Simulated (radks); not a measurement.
Spherical quantum dot in the effective-mass picture: electrons in a parabolic well V = omega^2 r^2 / 2 with omega = 4.42, all in effective atomic units (hartree* = m*/eps^2 hartree, bohr* = eps/m* bohr), one dielectric constant everywhere. Method: non-relativistic Kohn-Sham, r2SCAN, spin-polarised, spherical densities, generalised Kohn-Sham scheme; computed with a radial shooting solver with Libxc functionals. Levels are named by radial order and angular momentum (1s, 1p, 1d, 2s, ...), and open shells are averaged over m.

N = 26, configuration 1s2 1p6 1d10 2s2 1f(up 6, down 0). This is the lowest configuration that the search found. Occupied and some empty levels:

level,occupation,eigenvalue (hartree*),<r> (bohr*)
1s up,1,32.447,0.6950
1s down,1,32.511,0.6851
1p up,3,35.160,0.8930
1p down,3,35.314,0.8842
1d up,5,38.083,1.035
1d down,5,38.309,1.030
2s up,1,38.428,0.9226
2s down,1,38.612,0.9268
1f up,6,41.217,1.150
1f down,0,41.490,1.148
2p up,0,41.813,1.044
2p down,0,41.990,1.047
1g up,0,44.536,1.249
1g down,0,44.838,1.249
2d up,0,45.289,1.158
2d down,0,45.489,1.158

Energy (hartree*): total 687.949, kinetic 135.31, external 274.77, Hartree 305.13, exchange-correlation -27.254.

Electron density:

r (bohr*),n(r) (e/bohr*^3)
0.0939,4.320
0.198,3.963
0.303,3.526
0.407,3.189
0.512,3.053
0.617,3.097
0.721,3.192
0.826,3.180
0.930,2.952
1.03,2.498
1.14,1.907
1.24,1.298
1.35,0.7903
1.45,0.4256
1.56,0.2033
1.66,0.08690
1.77,0.03270
1.87,0.01107
1.98,0.003298
2.08,0.0008843
